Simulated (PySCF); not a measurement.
A small calculation by hand: entropy of an ideal gas

sulfuric acid cation (H2O4S), SMILES O=S(=O)(O)O (connectivity only; charge and spin as stated), charge +1, multiplicity 2.

Geometry: PBE-D3(BJ)/def2-SVP. The spin state was assumed, not searched. One conformer was computed; it need not be the lowest.

PBE-D3(BJ)/def2-SVP (PySCF) gives the harmonic wavenumbers 161, 302, 324, 373, 415, 428, 451, 815, 871, 913, 1065, 1078, 1122, 3506, 3517 cm⁻¹ and the rotational temperatures 0.2525, 0.2236, 0.2106 K. The molar mass is 98.07 g/mol, the symmetry number 2, the spin multiplicity 2.

**Question.** Work out the entropy at 298.15 K and 1 atm in the rigid-rotor, harmonic-oscillator model.

**Answer.** 
Translation (Sackur–Tetrode at 1 atm): S = R[1.5 ln M + 2.5 ln T − 1.16487] = 165.9 J/(mol K).
Rotation: q = (√π/σ) T^1.5/√(θA θB θC) = 41800, S = R[ln q + 3/2] = 101.0 J/(mol K).
Vibration: with u = 1.4388 ν/T, each mode gives R[u/(e^u − 1) − ln(1 − e^−u)]:
```csv
ν (cm⁻¹),modes,u,S (J/(mol K))
161,1,0.78,10.62
302,1,1.46,5.88
324,1,1.56,5.40
373,1,1.80,4.47
415,1,2.00,3.80
428,1,2.07,3.62
451,1,2.18,3.32
815,1,3.93,0.82
871,1,4.20,0.66
913,1,4.41,0.55
1065,1,5.14,0.30
1078,1,5.20,0.29
1122,1,5.41,0.24
```
The stiffer modes add less than 0.005 each. Sum 40.0 J/(mol K).
Spin: R ln 2 = 5.8 J/(mol K).
Total 312.6 J/(mol K); the program's own thermochemistry gives 312.6. Translation makes up 53 % and vibration 13 %. Anharmonicity, hindered rotation and orbital degeneracy are left out.
